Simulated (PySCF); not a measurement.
Job file and geometry (Å, from GFN2-xTB) of an NMR shielding run on SMILES [H]/N=C\CN[Si@@H](N)F, C2H8FN3Si, GIAO PBE0/pcSseg-1 NMR shielding, non-relativistic, gas phase in PySCF; density fitting, a coarse starting grid and PySCF grid level 2 are the driver's defaults:

```
$ OMP_NUM_THREADS=1 python probes_run.py task.json out

{"job": {"kind": "nmr", "xc": "PBE0", "basis": "pcSseg-1"}, "charge": 0, "multiplicity": 1}
N      2.410367    -0.138727     1.370108
C      1.935424    -1.168968     0.842094
C      0.584646    -1.327915     0.189060
N     -0.249275    -0.169922     0.396501
Si    -1.329097     0.475240    -0.763306
N     -1.688353     2.057293    -0.219299
F     -0.498825     0.377412    -2.150243
H      1.788293     0.670436     1.319968
H      2.554355    -2.061982     0.847629
H      0.741956    -1.456584    -0.885096
H      0.117877    -2.250936     0.566019
H     -0.467658    -0.029579     1.371015
H     -2.572353    -0.217712    -1.056637
H     -2.388550     2.588630    -0.706293
H     -0.943221     2.661303     0.086775
```

Q: What does the program print?

A: 
```
coarse grid: 13032 points
cycle   1  E = -634.0243015459  dE =  7.981e-01  |g| = 7.564e-01  |ddm| = 3.466e+00
cycle   2  E = -633.9138278548  dE =  1.105e-01  |g| = 1.101e+00  |ddm| = 1.399e+00
cycle   3  E = -634.1308256933  dE = -2.170e-01  |g| = 1.201e-01  |ddm| = 8.696e-01
cycle   4  E = -634.1333312754  dE = -2.506e-03  |g| = 6.028e-02  |ddm| = 1.237e-01
cycle   5  E = -634.1340959016  dE = -7.646e-04  |g| = 1.107e-02  |ddm| = 5.315e-02
cycle   6  E = -634.1341160817  dE = -2.018e-05  |g| = 4.011e-03  |ddm| = 1.093e-02
cycle   7  E = -634.1341189977  dE = -2.916e-06  |g| = 8.958e-04  |ddm| = 3.320e-03
final grid: 121904 points
cycle   8  E = -634.1710718742  dE = -2.979e-05  |g| = 8.659e-03  |ddm| = 2.112e-02
cycle   9  E = -634.1710610386  dE =  1.084e-05  |g| = 1.140e-02  |ddm| = 1.504e-02
cycle  10  E = -634.1710881245  dE = -2.709e-05  |g| = 1.079e-03  |ddm| = 8.325e-03
cycle  11  E = -634.1710883557  dE = -2.312e-07  |g| = 3.383e-04  |ddm| = 9.737e-04
cycle  12  E = -634.1710883757  dE = -1.997e-08  |g| = 1.367e-04  |ddm| = 3.206e-04
cycle  13  E = -634.1710883794  dE = -3.728e-09  |g| = 3.324e-05  |ddm| = 1.190e-04
cycle  14  E = -634.1710883796  dE = -1.974e-10  |g| = 9.709e-06  |ddm| = 3.040e-05
converged SCF energy = -634.1710883796

GIAO shielding tensors (ppm)
atom      isotropic    diamagn.    paramagn.     s11        s22        s33       span
  0 N      -79.823     327.590    -407.413   -430.213    -99.321    290.065    720.278
  1 C       12.129     251.816    -239.688   -108.225     22.800    121.811    230.036
  2 C      137.840     247.023    -109.183    117.437    133.511    162.572     45.135
  3 N      234.489     326.552     -92.063    199.947    231.565    271.956     72.009
  4 Si     384.076     880.773    -496.697    356.301    376.514    419.413     63.112
  5 N      233.070     319.365     -86.295    211.583    219.059    268.568     56.985
  6 F      325.309     472.839    -147.530    281.422    310.055    384.451    103.029
  7 H       19.967      37.488     -17.521      9.250     22.002     28.649     19.400
  8 H       23.783      27.282      -3.499     21.896     22.394     27.060      5.164
  9 H       28.153      31.219      -3.066     23.428     28.558     32.473      9.044
 10 H       28.201      29.936      -1.735     22.530     26.965     35.108     12.578
 11 H       31.564      36.094      -4.530     23.395     30.029     41.268     17.873
 12 H       26.831      29.795      -2.964     23.501     23.991     33.000      9.499
 13 H       30.707      28.886       1.821     24.186     25.679     42.257     18.071
 14 H       30.468      33.068      -2.600     23.653     27.086     40.666     17.013
```

Q: Turn these shieldings into chemical shifts. Scale: ¹⁵N (267.73 ppm) vs NH3; TMS for ¹³C (186.93 ppm) and ²⁹Si (349.16 ppm) and ¹H (31.72 ppm); CFCl3 for ¹⁹F (170.95 ppm) (reference shieldings calculated alike).

A: Averaging equivalent atoms: N 0: 347.6; N 5: 34.7; N 3: 33.2; C 1: 174.8; C 2: 49.1; Si 4: -34.9; F 6: -154.4; H 7: 11.75; H 8: 7.93; H 12: 4.89; H 9: 3.56; H 10: 3.52; H 13/14: 1.13; H 11: 0.15 ppm. Unscaled 19F shifts against computed CFCl3 carry errors that often reach 10 to 50 ppm. Experimental scales use liquid or dissolved standards, which lie at an offset from isolated NH3 (liquid NH3: subtract about 20 ppm). Unscaled 15N shifts of sp2 nitrogen come out 20 to 40 ppm too high even then.

Size and cost of the density-fitted run: 166 basis functions, 51 s wall time on 1 thread of an Arm Neoverse N1, shared host; peak memory 0.73 GiB.
